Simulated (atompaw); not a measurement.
**Which setting gave this result? (vanadium, PAW (atompaw))**

Base potential:

| Property | Result |
| --- | --- |
| Element | V (Z = 23) |
| Generator | atompaw 4.2.0.5 |
| Type | PAW |
| Functional | PBEsol |
| Relativity | scalar-relativistic |
| Frozen core | [Ar] |
| Valence charge | 5 |
| Reference configuration | 3d3 4s2 4p0 |
| Partial waves | 4s (bound); 4s channel at 4.1 Ry; 4p (bound, empty); 4p channel at 0.55 Ry; 3d (bound); 3d channel at 1.4 Ry |
| Local potential | troulliermartins scheme with l = 3 at 0 Ry, radius 2.70 bohr |
| Core correction | smooth core density matched at 1.50 bohr |
| Augmentation charge | sinc compensation charge, radius 2.60 bohr; PAW radius 3.00 bohr; waves and projectors: bloechl |

Cutoffs, loose and tight: the cutoffs (Ry, on a coarse ladder) from which the occupation-weighted sum of valence levels, in a spherical-Bessel basis at the reference potential, stays within 10 and 1 mRy of its value at 400 Ry. They see the waves, projectors and local potential, not the compensation charge or the core.

Only the scale of all radii (base = 1) is moved (5 further runs of the sweep failed or gave no value and are left out):

| scale of all radii (base = 1) | cutoff, loose | cutoff, tight | bound ghosts |
| --- | --- | --- | --- |
| 0.91 | 25 Ry | 30 Ry | p |
| 1.04 | 18 Ry | 21 Ry | none |
| 1.1 | 15 Ry | 21 Ry | none |
| 1.23 | 12 Ry | 18 Ry | none |

Problem. One more run gave cutoff, loose: 21 Ry; cutoff, tight: 25 Ry; bound ghosts: p. Which value of the scale of all radii (base = 1) was used?

Solution. 0.99. The loose cutoff moves one way along this sweep, from 25 Ry at 0.91 to 12 Ry at 1.23, which places the run between 0.91 and 1.04.
